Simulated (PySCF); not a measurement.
SiBr₂F, SMILES F[Si](Br)Br, multiplicity 2. Coordinates come from a B3LYP-D3(BJ)/def2-SVP optimisation.

These are B3LYP-D3(BJ)/def2-SVP (PySCF) values and carry that method's errors.

Harmonic wavenumbers (cm⁻¹): 106, 190, 227, 380, 473, 888. Rotational constants (GHz): 3.714, 0.9102, 0.7524; symmetry number 1.

Question: Work out the zero-point energy and the ideal-gas rigid-rotor harmonic-oscillator thermochemistry at 298.15 K and 1 atm.

Answer: ZPE = ½ Σ hcν = ½ × 2264 cm⁻¹ = 13.54 kJ/mol. H − E(el) = 29.89 kJ/mol. Entropy in J/(mol K): translation 175.25, rotation 122.28, vibration 39.27, spin 5.76, total 342.56. G − E(el) = -72.24 kJ/mol. Cp = 70.65 J/(mol K). Modes under 150 cm⁻¹ make the vibrational entropy uncertain.
